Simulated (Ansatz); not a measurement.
Geometry optimisation, RKS B3LYP-D4/def2-SVP (Ansatz 0.2.0).

The input (input.yaml):

```yaml
crystal:
  periodic: [false, false, false]
  atoms:
    - { symbol: Ge, position_ang: [-0.137157, 0.126231, 0.044131] }
    - { symbol: O, position_ang: [-0.10843, 0.052858, 1.824124] }
    - { symbol: H, position_ang: [-0.959532, 0.267539, 2.224258] }
    - { symbol: H, position_ang: [1.320259, 0.313601, -0.395883] }
    - { symbol: H, position_ang: [-0.992952, 1.344474, -0.380586] }
    - { symbol: H, position_ang: [-0.744385, -1.157582, -0.559884] }
    - { symbol: H, position_ang: [1.334016, -2.051707, 0.881236] }
    - { symbol: H, position_ang: [1.094581, -1.780013, 1.500904] }
basis:
  gaussian: { orbitals: def2-SVP }
hamiltonian:
  xc: b3lyp
  dispersion: d4
relax:
  f_tol: 0.03
  max_steps: 50
output:
  orbitals: {}
```

Run as:

```bash
$ ansatz run input.yaml --threads 1 --pin off --max-ram 2048MiB --backend cpu --events-out ev --progress --plain --runs-dir out
```

Question: Where does it end, and by what steps?

Answer: The run converged. The force dipped under the threshold on the way, but the program's further checks kept it going. After 18 steps the energy has fallen by 0.171 eV; H7 moved furthest, 1.47 Å.

| step | energy less start (eV) | largest force component (eV/Å) | accepted |
| --- | --- | --- | --- |
| 0 | 0.0000 | 1.475 | yes |
| 1 | -0.0961 | 0.197 | yes |
| 2 | -0.1257 | 0.111 | yes |
| 3 | -0.1233 | 0.977 | no |
| 4 | -0.1355 | 0.076 | yes |
| 5 | -0.1398 | 0.371 | yes |
| 6 | -0.1472 | 0.309 | yes |
| 7 | -0.1510 | 0.471 | yes |
| 8 | -0.1589 | 0.168 | yes |
| 9 | -0.1602 | 0.337 | yes |
| 10 | -0.1665 | 0.029 | yes |
| 11 | -0.1646 | 0.468 | no |
| 12 | -0.1683 | 0.128 | yes |
| 13 | -0.1690 | 0.164 | yes |
| 14 | -0.1698 | 0.117 | yes |
| 15 | -0.1705 | 0.047 | yes |
| 16 | -0.1708 | 0.055 | yes |
| 17 | -0.1710 | 0.034 | yes |
| 18 | -0.1711 | 0.012 | yes |

```xyz
8
Properties=species:S:1:pos:R:3
Ge -0.321 0.486 -0.238
O 0.153 -0.058 1.408
H -0.604 -0.315 1.952
H 1.007 0.874 -0.901
H -1.272 1.701 -0.138
H -1.020 -0.663 -1.003
H 1.568 -2.798 2.126
H 1.296 -2.112 1.932
```

Whether the end is a true minimum wasn't checked by a vibrational analysis.

Time of the run: 35 s on 1 thread of Arm Neoverse V2, with other jobs on the host, peak memory 0.17 GiB.
